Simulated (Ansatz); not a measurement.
Start from `C=CCC=C` and change one atom or group to get `C=C[CH2][AlH][Cl]`.

Ansatz, PBE0-D4/def2-TZVP geometries, multiplicity 1. Each molecule was computed in one conformer, which needn't be the lowest.

```
                                      property  `C=CCC=C`
zero-point energy (PBE0-D4/def2-TZVP) / kJ/mol      298.2
           LUMO energy (B3LYP/def2-TZVPP) / eV      -0.39
            LUMO energy (PBE0/def2-TZVPP) / eV      -0.16
size of the dipole moment (PBE/def2-TZVPP) / D       0.13
         HOMO energy (ωB97M-V/def2-TZVPP) / eV      -9.62
           HOMO energy (B3LYP/def2-TZVPP) / eV      -7.16
```

Task: What does the change do to each property? (An estimate is asked.)

Result: Ansatz gave: 
| property | `C=C[CH2][AlH][Cl]` | shift |
| --- | --- | --- |
| zero-point energy (PBE0-D4/def2-TZVP) / kJ/mol | 206.0 | -92.2 |
| LUMO energy (B3LYP/def2-TZVPP) / eV | -1.27 | -0.88 |
| LUMO energy (PBE0/def2-TZVPP) / eV | -1.08 | -0.92 |
| size of the dipole moment (PBE/def2-TZVPP) / D | 2.54 | 2.41 |
| HOMO energy (ωB97M-V/def2-TZVPP) / eV | -9.23 | 0.39 |
| HOMO energy (B3LYP/def2-TZVPP) / eV | -6.92 | 0.24 |

With PBE0 the HOMO rises by 0.24 eV and the LUMO falls by 0.92 eV, so the gap narrows by about 1.16 eV. PBE moves the HOMO by 0.20 eV and ωB97M-V by 0.39 eV. The zero-point energy changes by -92.2 kJ/mol with -6 modes. Dipoles are sizes alone; their direction can turn.

B3LYP here is the variant with VWN-RPA as its local correlation; programs differ in this.
